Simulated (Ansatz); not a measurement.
C$_{3}$H$_{7}$O (SMILES C[CH-]OC), charge -1, singlet, geometry from GFN2-xTB (a gas-phase anion, which may not be bound at this level). Base run: CCSD/3-21G in Ansatz (a quantum-chemistry and plane-wave program).

Input for Ansatz:
Ansatz 0.2 input:
```yaml
crystal:
  periodic: [false, false, false]
  atoms:
    - {symbol: O, position_ang: [0.27524919, -0.58420743, -0.62303532]}
    - {symbol: C, position_ang: [0.09401883, 0.90333784, -0.29403238]}
    - {symbol: C, position_ang: [1.02460482, -1.20359562, 0.34229042]}
    - {symbol: C, position_ang: [-1.27934567, 1.02284955, 0.39588235]}
    - {symbol: H, position_ang: [-0.06509560, 1.31189351, -1.33559503]}
    - {symbol: H, position_ang: [1.24877528, -2.23160334, 0.01033964]}
    - {symbol: H, position_ang: [1.98223373, -0.68204747, 0.53292018]}
    - {symbol: H, position_ang: [0.50182452, -1.27623020, 1.31766778]}
    - {symbol: H, position_ang: [-2.14125770, 0.55895431, -0.13156786]}
    - {symbol: H, position_ang: [-1.24810032, 0.57100939, 1.39663175]}
    - {symbol: H, position_ang: [-1.51604143, 2.08613261, 0.52904382]}
basis:
  gaussian:
    orbitals: 3-21G.json
total_charge: -1
magnetization: {spin_polarized: false}
correlation: {method: ccsd}
```
The basis file holds 3-21G in the JSON format of the Basis Set Exchange.

Variants of this job, named by their change:

```
change                         ΔE vs base (mEh)  MP2 correlation (Eh)  CC correlation without the perturbative part (Eh)  basis functions
-----------------------------  ----------------  --------------------  -------------------------------------------------  ---------------
base                                      0.000              -0.38914                                           -0.43088               50
diis_vectors = 2                          0.000              -0.38914                                           -0.43088               50
method = bccd_t                               ?              -0.38914                                           -0.42979               50
accuracy = high                          -0.017              -0.38915                                           -0.43088               50
electrons = all                               ?                     ?                                                  ?               50
method = mp2                             41.739              -0.38914                                                  -               50
method = bccd                             1.088              -0.38914                                           -0.42979               50
electrons = outside_noble_gas             0.000              -0.38914                                           -0.43088               50
reference functional = pbe0                   ?                     -                                                  ?               50
lower_state_search = off                  0.000              -0.38914                                           -0.43088               50
```

Task: Complete the blanks.

Result: 
- method = bccd_t, ΔE vs base (mEh): -11.077
- electrons = all, ΔE vs base (mEh): -6.260
- electrons = all, MP2 correlation (Eh): -0.39586
- electrons = all, CC correlation without the perturbative part (Eh): -0.43714
- reference functional = pbe0, ΔE vs base (mEh): 3.845
- reference functional = pbe0, CC correlation without the perturbative part (Eh): -0.44283

A gas-phase anion may not be bound at this level; its values then depend on the basis.
